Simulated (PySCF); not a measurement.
Al(Me)(OH)2 cation (CH₅AlO₂), SMILES [OH][Al]([CH3])[OH] (connectivity only; charge and spin as stated), charge +1, multiplicity 2.

Geometry: PBE-D3(BJ)/def2-SVP. The multiplicity is an assumed one; other spin states were not compared. The isomer is the one that the SMILES or the coordinates give; other isomers of the formula were not compared. One conformer was computed; it need not be the lowest.

Calculation: TDA-B3LYP/def2-SVPD run with PySCF 2.14.0.

Vertical excitations. Gas-phase values at a fixed geometry.

Computed excitation energies, oscillator strengths and character:
| state | energy (eV) | λ (nm) | f | main pairs |
|---|---|---|---|---|
| root 1 | 1.89 | 656 | 0.000 | β HOMO→LUMO 71 %, β HOMO−3→LUMO 29 % |
| root 2 | 2.26 | 548 | 0.001 | β HOMO−3→LUMO 70 %, β HOMO→LUMO 29 % |
| root 3 | 2.48 | 501 | 0.002 | β HOMO−1→LUMO 93 % |
| root 4 | 3.09 | 401 | 0.142 | β HOMO−2→LUMO 87 % |
| root 5 | 4.48 | 277 | 0.006 | β HOMO−4→LUMO 98 % |
| root 6 | 4.74 | 261 | 0.001 | β HOMO−5→LUMO 99 % |
| root 7 | 6.57 | 189 | 0.002 | α HOMO→LUMO 75 %, β HOMO→LUMO+1 21 % |
| root 8 | 6.89 | 180 | 0.003 | α HOMO−2→LUMO 20 %, α HOMO−1→LUMO 5 %, β HOMO−6→LUMO 62 % |
| root 9 | 6.94 | 179 | 0.013 | α HOMO−1→LUMO 24 %, α HOMO−2→LUMO 24 %, β HOMO−6→LUMO 27 %, β HOMO−1→LUMO+1 15 % |
| root 10 | 7.05 | 176 | 0.015 | α HOMO→LUMO 22 %, β HOMO→LUMO+1 75 % |
Unrestricted roots are not spin-pure.
